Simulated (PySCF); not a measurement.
## How methods differ on the excitation energy of P²⁺

P²⁺ [Ne] 3s2 3p1 (2P) → P²⁺ [Ne] 3s1 3p1 3d1 (high-spin determinant), as a difference of total energies. All numbers are calculated (PySCF 2.14, scalar relativity by spin-free X2C-1e, in aug-cc-pCVTZ-DK). Correlated levels: valence: [Ne] frozen. The calculations carry no spin-orbit coupling.

```tsv
method	excitation energy (cm⁻¹)
UHF	159390
MP2 (valence)	166520
SCS-MP2 (valence)	170110
CCSD (valence)	160750
CCSD(T) (valence)	158660
```

A first-order spin-orbit estimate (lowest level to lowest level, LS coupling) adds 0.010 eV.

The promoted electron is Rydberg-like, and one or two diffuse shells describe it only roughly, which tends to raise the upper state.

The coupled-cluster amplitudes are large for the upper state (T1 above 0.03 or a double amplitude above 0.15), so a single reference is strained.

The determinant of the upper state mixes LS terms, which raises its energy above the lowest term, most at the Hartree-Fock and MP2 levels.
